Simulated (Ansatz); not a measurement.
`F/C=[C](/F)[GaH2]` + `BN` → `B[NH][GaH2]` + `F/C=C/F` at 600 K and 1 bar (ligand exchange at a Ga–C bond).

Isolated molecules relaxed with PBE0-D4/def2-TZVP in Ansatz; ΔE leaves out vibrations. CCSD(T)/CBS is the MP2 limit (def2-TZVPP, def2-QZVPP) plus CCSD(T) − MP2 in def2-TZVPP, frozen cores. This one scheme is used for every species. Double bonds are as drawn, so ΔE can hold a change between cis and trans. For Ga outer-core shells are correlated without core-valence functions, which leaves a few kJ/mol of doubt a bond. Scalar relativity is left out up to krypton.

```json
{"species": "`F/C=[C](/F)[GaH2]`", "CCSD(T)/CBS energy (Eh)": "-2201.36378", "H − E (kJ/mol)": "159.9", "S (J/(mol·K))": "419.8"}
{"species": "`BN`", "CCSD(T)/CBS energy (Eh)": "-81.93499", "H − E (kJ/mol)": "155.9", "S (J/(mol·K))": "270.2"}
{"species": "`B[NH][GaH2]`", "CCSD(T)/CBS energy (Eh)": "-2006.47671", "H − E (kJ/mol)": "181.8", "S (J/(mol·K))": "368.0"}
{"species": "`F/C=C/F`", "CCSD(T)/CBS energy (Eh)": "-276.83639", "H − E (kJ/mol)": "132.3", "S (J/(mol·K))": "318.2"}
```

H − E and S are ideal-gas, rigid-rotor, harmonic terms from PBE0-D4/def2-TZVP. 1 Eh = 2625.50 kJ/mol, R = 8.31446 J/(mol·K).

Problem. By hand: ΔE, ΔH, ΔS and ΔG.

Solution. ΔE = (-2006.47671) + (-276.83639) − (-2201.36378) − (-81.93499) = -0.01433 Eh = -37.6 kJ/mol. Δ(H − E) = 181.8 + 132.3 − 159.9 − 155.9 = -1.7, so ΔH = -39.3 kJ/mol. ΔS = 368.0 + 318.2 − 419.8 − 270.2 = -3.8 J/(mol·K). ΔG = -39.3 − 600 × (-3.8)/1000 = -37.0 kJ/mol.

Problem. By hand: the equilibrium constant, and the temperature at which ΔG would vanish if ΔH and ΔS stayed fixed.

Solution. log₁₀ K = −ΔG/(RT ln 10) = 3.2. ΔG = 0 at ΔH/ΔS = 10342 K, far beyond where these terms or the molecules hold.

The number of gas molecules stays the same, so ΔS is small and ΔH decides. A doubt of 5 kJ/mol in ΔE shifts log₁₀ K by 0.4 here. These are equilibria of isolated gas molecules and say nothing of rates. Largest T1 diagnostic: 0.013 (customary marks: 0.02 for closed shells, 0.045 for open ones).
